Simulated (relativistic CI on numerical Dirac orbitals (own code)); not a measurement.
Hg⁴⁺ (5d8) in a crystal field

Calculated by Dirac-Coulomb-Breit CI, KLI orbitals optimised for each configuration, QED by a radiative potential, valence Slater integrals scaled by 0.65, one configuration in a parametric crystal field (own radial code).

Field parameters in Wybourne normalisation: D3d B²₀ = −7Dσ, B⁴₀ = −14Dq − 21Dτ, B⁴₃ = −14√(10/7) Dq; D4h B²₀ = −7Ds, B⁴₀ = 21(Dq − Dt), B⁴₄ = 21√(5/14) Dq; Oh B⁴₀ = 21Dq, B⁴₄ = √(5/14) B⁴₀; Td as Oh with Dq negative (B⁴₀ = 21Dq, B⁴₄ = √(5/14) B⁴₀). The field is a parameter set, without covalency.

S is read from ⟨S²⟩ = S(S + 1).

Powder χT (cm³ K mol⁻¹) by Van Vleck's formula, with temperature-independent terms:

```csv
Field,2 K,5 K,10 K,20 K,50 K,100 K,200 K,300 K
"D3d, 10Dq = 24150, Dσ = 520, Dτ = 430 cm⁻¹",1.01,1.12,1.28,1.52,1.75,1.81,1.83,1.84
"D3d, 10Dq = 37050, Dσ = 1030, Dτ = -420 cm⁻¹",0.262,0.653,1.14,1.48,1.61,1.63,1.64,1.65
"D4h, 10Dq = 15300, Ds = 2790, Dt = 740 cm⁻¹",0.000746,0.00186,0.00373,0.00746,0.0186,0.0373,0.0747,0.116
"Oh, 10Dq = 22700 cm⁻¹",1.89,1.89,1.89,1.9,1.9,1.9,1.91,1.92
"Oh, 10Dq = 30650 cm⁻¹",1.72,1.72,1.72,1.72,1.72,1.73,1.73,1.74
"Oh, 10Dq = 35700 cm⁻¹",1.64,1.64,1.64,1.64,1.64,1.64,1.65,1.65
"Td, 10Dq = -6650 cm⁻¹",0.00652,0.0163,0.0326,0.0652,0.163,0.326,0.652,0.977
```

Q: For Oh, 10Dq = 22700 cm⁻¹: what effective moment follows at 300 K?

A: μ_eff = √(8χT) = 3.92 μB. The ground level has S = 0.98; the spin-only moment for S = 1 is 2.83 μB. The difference comes from the orbital moment, spin-orbit mixing of terms and temperature-independent paramagnetism, all larger in this ionic model than in covalent complexes.
